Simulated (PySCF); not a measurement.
**Radial density of W³⁺ (tungsten, charge +3)**

UHF, [Xe] 4f14 5d3, high-spin 4F determinant. Computed with PySCF 2.14 in x2c-TZVPPall (11s7p7d3f1g, 97 functions), with the spin-free X2C one-electron Hamiltonian (Gaussian nucleus).

```tsv
r (bohr)	4πr²ρ (e/bohr)	4πr²(ρα − ρβ)
0.0139	102.0	-0.0019
0.0234	88.89	-0.0025
0.0393	115.9	0.0057
0.0661	130.9	0.0786
0.111	105.8	0.1780
0.187	114.2	-0.0076
0.314	64.14	0.1833
0.529	62.98	0.0564
0.890	20.24	0.6291
1.50	7.738	2.1603
2.52	0.8811	0.6741
4.23	0.03401	0.0335
7.12	0.0001403	0.0001
```

Densities and radii are taken from the X2C orbitals without a picture-change correction, which distorts them close to the nucleus.

Spin-orbit coupling, absent here, splits the open shell strongly.

Q: Where is the radial spin density 4πr²(ρα − ρβ) most negative, and why is it negative at all?

A: Around r = 0.187 bohr, down to -0.0076 e/bohr: exchange with the open shell polarises the paired shells in an unrestricted calculation.
